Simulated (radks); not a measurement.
Task: The mean radii <r> (bohr) of the occupied orbitals of an atom or ion are listed with their occupations. Method: scalar-relativistic Kohn-Sham, r2SCAN, spin-unpolarised, spherical densities, finite nucleus; meta-GGA in the generalised Kohn-Sham scheme; Fermi nuclear charge, rms radius of each element as measured or else 0.836 A^(1/3) + 0.57 fm; computed with a radial shooting solver on a logarithmic mesh with Libxc functionals.

orbital  occ.      <r>
1s          2  0.06356
2s          2   0.2924
2p          6   0.2596
3s          2   0.9021
3p          6   0.9665
4s          1    3.465
3d          5    1.512

Name the element and its charge.

Result: Z = 24, chromium, charge 0: Cr in [Ar] 3d5 4s1. The 1s radius gives Z: for a bare nucleus <r> = (2 gamma + 1)/(2Z) with gamma = sqrt(1 - (Z/c)^2), 0.06186 bohr for Z = 24, and screening makes it slightly larger (0.06356 here). The occupations add up to 24, and the charge is Z minus that.
